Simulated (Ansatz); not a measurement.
Job for Ansatz (a program for electronic structure): R-wB97X-V/def2-TZVPP on CH4 (SMILES C).

Ansatz 0.2 input:
```yaml
crystal:
  periodic: [false, false, false]
  atoms:
    - {symbol: C, position_ang: [-0.00000087, -0.00000019, -0.00000072]}
    - {symbol: H, position_ang: [-0.71147049, -0.28402171, -0.77428835]}
    - {symbol: H, position_ang: [0.11589785, 1.08300416, 0.00698060]}
    - {symbol: H, position_ang: [-0.36736806, -0.33208942, 0.97012181]}
    - {symbol: H, position_ang: [0.96294157, -0.46689284, -0.20281334]}
basis:
  gaussian:
    orbitals: def2-TZVPP
hamiltonian:
  xc: {name: wB97X-V}
scf: {lower_state_search: off}
```

Output:

```
WARN ansatz: RAYON_NUM_THREADS=4 ignored (pool sized by the plan → 4); use --threads N
Functional definition: wB97X-V
these checks for a lower state are left out or cut short: stability, starts, cluster_reference, orbital_swaps, neighbouring_geometries, increment
integrals: 0.02 GiB planned
416 factors; their error is unknown
integrals: 0.05 GiB planned
123 factors; integrals over basis functions are off by at most 1.3e-5 eV
mean field: 0.23 GiB planned
mean field evaluation 1: about -1100.5082 eV, gradient 3.1e1 eV
mean field evaluation 2: about -1101.6078 eV, gradient 2.0e1 eV
mean field evaluation 4: about -1102.5114 eV, gradient 1.2e-1 eV
mean field evaluation 8: about -1102.5099 eV, gradient 3.2e-2 eV
mean field evaluation 16: about -1102.5099 eV, gradient 3.9e-7 eV
mean field -1102.50986937 eV, -40.5164903912 hartree, gradient 3.9e-7 eV, S^2 0.000000; 0 other end points of the search recorded, 0 dependent functions left out
reference -1102.50986802 eV, -40.5164903418 hartree; 5, 5 occupied and 82, 82 virtual orbitals, 416 factors
Total energy: -1102.50986802 eV, -40.5164903418 hartree
Checks for a lower state left out: stability, starts, cluster_reference, orbital_swaps, neighbouring_geometries, increment
```

Self-consistency was reached.

Cost: around 1.8 core-seconds (rough).
